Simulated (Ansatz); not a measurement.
CH5AsN2Si, SMILES `N=C1[SiH2]N[AsH]1` at its PBE0-D4/def2-TZVP geometry, where that method's forces vanish. Total charge 0; spin multiplicity 1.

```xyz
10

N     0.1833    1.1738   -1.9052
C    -0.0421    0.5337   -0.8525
Si    0.8821   -0.8328    0.0897
N    -0.5189   -0.9247    1.0787
As   -1.5727    0.4951    0.4891
H    -0.5450    1.8510   -2.1415
H     1.2298   -2.0757   -0.6530
H     2.1234   -0.3337    0.7480
H    -0.7955   -1.5249    1.8339
H    -0.9444    1.6382    1.3127
```

Q: What forces (eV/Å) does B3LYP-D4/def2-TZVPP give on these atoms in the Gaussian-basis code of Ansatz? (An estimate is asked.)

A: The calculation gave: 
```
N1  -0.018  0.082 -0.102
C2   0.170 -0.055 -0.061
Si3  0.242 -0.114 -0.033
N4   0.102 -0.238  0.142
As5 -0.442  0.223  0.057
H6   0.020  0.016 -0.036
H7  -0.016  0.075  0.042
H8  -0.072 -0.034 -0.043
H9   0.005 -0.002  0.001
H10  0.010  0.048  0.032
```

B3LYP here is the variant with VWN-RPA as its local correlation; programs differ in this.
